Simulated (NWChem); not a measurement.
System: CH5AlFN; SMILES [F][Al]([NH2])[CH3]

The following NWChem deck was run.

```
start job
memory heap 200 mb stack 900 mb global 1100 mb
geometry units angstroms noautoz
  Al     0.010307     0.029085     0.121140
  F      1.565719     0.518081     0.490572
  C     -0.405283    -1.862638     0.012320
  H     -1.460966    -2.050409    -0.238383
  H     -0.191205    -2.367082     0.968884
  H      0.215861    -2.357564    -0.752223
  N     -1.156344     1.326890    -0.146386
  H     -2.134233     1.196129    -0.377710
  H     -0.942756     2.316404    -0.090244
end
basis spherical
  Al library def2-tzvp
  F library def2-tzvp
  C library def2-tzvp
  H library def2-tzvp
  N library def2-tzvp
end
dft
  xc b3lyp
  iterations 150
  mulliken
end
task dft energy
```

Geometry: optimised at PBE0/def2-SVP.

Task: Give the results of this calculation. (B3LYP/def2-TZVP.) Quantities: energy (Ha); highest occupied level (eV); orbital gap (eV); dipole (D).

Result: 
```yaml
energy (Ha): -438.39
highest occupied level (eV): -7.29
orbital gap (eV): 6.93
dipole (D): 2.24
```
